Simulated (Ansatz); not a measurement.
Cd₅Te₄I₂⁻, a halide-capped cluster cut from zinc blende CdTe (2 I on the cations). Total charge -1; doublet. Geometry PBE-D4/def2-SVP, that of the neutral singlet; atoms count from 1.

Cartesian coordinates in Å:
```
Cd 1.2891 -2.2820 1.6950
Cd -0.3681 0.5883 3.0078
Cd 2.2401 0.8495 0.9013
Cd 0.3498 -1.4197 -1.8797
Cd -1.4612 1.8424 -0.4180
Te 2.2328 -0.3135 3.4249
Te 0.3579 -3.6799 -0.3020
Te -2.6218 1.5019 2.0631
Te 1.1966 1.3380 -1.4782
I -0.5258 -1.2455 -4.4154
I -2.6896 2.8204 -2.5989
```

In the def2 sets Cd, I, Te take a core potential; there is no spin–orbit coupling. Single mean-field runs in def2-TZVP are fitted with def2-universal-jkfit.

**Question.** Estimate the Mulliken populations from the PBE0/def2-TZVP orbitals of Ansatz.

**Answer.** 
| atom | charge (e) | spin (α − β) | d electrons |
| --- | --- | --- | --- |
| Cd1 | 0.39 | 0.09 | 9.99 |
| Cd2 | 0.38 | 0.09 | 9.99 |
| Cd3 | 0.10 | 0.56 | 9.99 |
| Cd4 | 0.53 | 0.01 | 10.02 |
| Cd5 | 0.54 | 0.01 | 10.02 |
| Te6 | -0.41 | 0.05 | – |
| Te7 | -0.53 | 0.02 | – |
| Te8 | -0.53 | 0.02 | – |
| Te9 | -0.47 | 0.14 | – |
| I10 | -0.50 | 0.01 | – |
| I11 | -0.50 | 0.01 | – |
Mulliken values depend strongly on the basis.

**Question.** Where does the spin sit?

**Answer.** Summed by element: Cd 0.76, Te 0.23, I 0.02, of 1 unpaired in all. Largest on single atoms: Cd3 0.56, Te9 0.14, Cd1 0.09.

**Question.** And the Mayer bond orders between heavy atoms (over 0.3)?

**Answer.** Cd1–Te6 0.70 (2.79 Å); Cd1–Te7 1.09 (2.61 Å); Cd2–Te6 0.70 (2.78 Å); Cd2–Te8 1.09 (2.61 Å); Cd3–Te6 0.47 (2.78 Å); Cd3–Te9 0.83 (2.64 Å); Cd4–Te7 0.75 (2.76 Å); Cd4–Te9 0.58 (2.91 Å); Cd4–I10 0.75 (2.69 Å); Cd5–Te8 0.75 (2.76 Å); Cd5–Te9 0.58 (2.91 Å); Cd5–I11 0.75 (2.69 Å).
